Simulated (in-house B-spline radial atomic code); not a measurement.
## Binding energies in Ce17+

NIST's tabulated ground configuration is [Kr] 4d5; each binding energy is the energy of the ion with one electron taken from that subshell, relaxed, less that of the parent. All numbers are computed (Dirac-Hartree-Fock, average of configuration; Fermi nucleus of rms radius 4.8771 fm) with a B-spline radial code for spherical atoms, not measured. Energies include first-order Breit, QED and recoil terms.

```
subshell  X-ray name  binding energy (eV)  -ε (eV)  relaxation (eV)
      1s           K              40864.5  41080.0             59.1
      2s          L1               6975.8   7020.4             27.3
   2p1/2          L2               6586.7   6634.5             31.0
   2p3/2          L3               6145.3   6186.2             29.4
      3s          M1               1847.5   1858.9              8.2
   3p1/2          M2               1683.4   1695.1              8.8
   3p3/2          M3               1594.1   1604.1              8.2
      4s          N1                666.3    668.3              1.3
   4p1/2          N2                599.3    601.2              1.3
   4p3/2          N3                577.6    579.2              1.2
      4d        N4,5                471.5    472.7              1.1
```

Relaxation = -ε minus the binding energy without Breit, QED and recoil terms.

Emission lines follow as differences of binding energies, with λ = 12398.42 eV·Å / E:

```json
{"line": "K-L3", "holes": "1s → 2p3/2", "energy (eV)": "34719.2", "wavelength (Å)": "0.35711"}
{"line": "K-L2", "holes": "1s → 2p1/2", "energy (eV)": "34277.8", "wavelength (Å)": "0.3617"}
{"line": "K-M3", "holes": "1s → 3p3/2", "energy (eV)": "39270.4", "wavelength (Å)": "0.31572"}
{"line": "L1-M3", "holes": "2s → 3p3/2", "energy (eV)": "5381.7", "wavelength (Å)": "2.3038"}
{"line": "L3-M1", "holes": "2p3/2 → 3s", "energy (eV)": "4297.8", "wavelength (Å)": "2.8848"}
```

Problem. What screening constant σ does Moseley's law, E = (3/4)·13.6057 eV·(Z - σ)², need for K-L3?

Solution. σ = -0.33.

Moseley's non-relativistic formula needs a falling, then negative, screening constant for heavy elements, because relativity binds the 1s electron more strongly than the formula allows.

Problem. What does it cost to remove both a 3p1/2 and a 4p3/2 electron?

Solution. 2303.4 eV, which is 42.38 eV more than the two single binding energies together.

Problem. What does it cost to remove two 4p3/2 electrons?

Solution. 1189.7 eV, which is 34.58 eV more than the two single binding energies together.

Problem. What does it cost to remove two 1s electrons?

Solution. 82732 eV, which is 1003 eV more than the two single binding energies together.
